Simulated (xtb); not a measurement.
Sn(SH)2 (H2S2Sn), SMILES [SH][Sn][SH] (connectivity only; charge and spin as stated), neutral, multiplicity 1. All values are semi-empirical tight-binding results from xtb (GFN2-xTB unless named), good for trends rather than for accurate numbers. Coordinates come from a GFN2-xTB optimisation. The values are those of a single conformer.

Optimised geometry:

```xyz
5

Sn     0.0383    -0.1364     0.6379
S      1.5383     1.0115    -0.9093
H      2.2450     1.6661     0.0068
S     -1.6486    -0.5982    -1.0609
H     -2.3923    -1.4617    -0.3792
```
Charge 0, spin multiplicity 1.

For metal compounds this method's bond lengths and energies can be far off.

| Item | Value |
|---|---|
| orbital gap | 3.01 eV |
| zero-point energy | 10.2 kcal/mol |
| G − E(el) at 298.15 K (modified RRHO) | -9.4 kcal/mol |

Computed atomic charges and the Wiberg bond orders between heavy atoms:
charges (e) Sn1 0.36, S2 -0.36, H3 0.18, S4 -0.36, H5 0.18. Bond orders Sn1–S2 1.23, Sn1–S4 1.24.
